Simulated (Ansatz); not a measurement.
`C[SiH2][SnH2][CH3]` + H–F → `C[SiH2][SnH2][F]` + CH₄  (ligand exchange at the Sn–C bond)

Isolated molecules relaxed with PBE0-D4/def2-TZVP in Ansatz; ΔE leaves out vibrations. CBS: MP2 limit from def2 TZ/QZ plus the TZ coupled-cluster correction, frozen cores. This one scheme is used for every species. Functionals use def2-TZVPP. def2 core potentials past Kr. For Sn outer-core shells are correlated without core-valence functions, which leaves a few kJ/mol of doubt a bond. Each species was taken in one conformer, which may not be the lowest.

| species | PBE0 energy (Eh) |
| --- | --- |
| `C[SiH2][SnH2][CH3]` | -585.83710 |
| H–F | -100.39405 |
| `C[SiH2][SnH2][F]` | -645.78730 |
| CH₄ | -40.47541 |

Work out ΔE.

ΔE = (-645.78730) + (-40.47541) − (-585.83710) − (-100.39405) = -0.03156 Eh = -82.9 kJ/mol. CCSD(T)/CBS gives -76.1 kJ/mol.

Largest T1 diagnostic among the species: 0.013.

In def2-TZVPP, CCSD(T) changes the Hartree–Fock value by +30.6 kJ/mol (the triples alone add +2.5 kJ/mol) and MP2 by +35.2 kJ/mol. The D4 term adds +6.8 kJ/mol with B3LYP and +3.9 kJ/mol with PBE0; it sums over pairs of atoms, weighted by their polarisabilities, and B3LYP, whose exchange is more repulsive, gets the larger term.

B3LYP here is the variant with VWN-RPA as its local correlation; programs differ in this.
